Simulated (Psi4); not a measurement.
Here is a job for Psi4.
```
memory 2 GB

molecule {
0 1
C    -0.00000000   -0.00000000   -1.10635751
S     0.00000000    0.00000000    0.41488407
}

set {
  basis aug-cc-pvdz
  freeze_core true
  mp2_type conv
  scf_type pk
  puream true
  d_convergence 1e-8
}

energy('ccsd(t)')
print_variables()
```

What number of basis functions does CCSD(T)/aug-cc-pVDZ (Psi4) give?

50

What nuclear repulsion energy does CCSD(T)/aug-cc-pVDZ give?

33.3944 Eh

What is the computed total energy (CCSD(T)/aug-cc-pVDZ)?

-435.6194 Eh

Predict the coupled-cluster correlation energy (without the perturbative part) from CCSD(T)/aug-cc-pVDZ.

-0.2698 Eh

What MP2 correlation energy does CCSD(T)/aug-cc-pVDZ give?

-0.2528 Eh
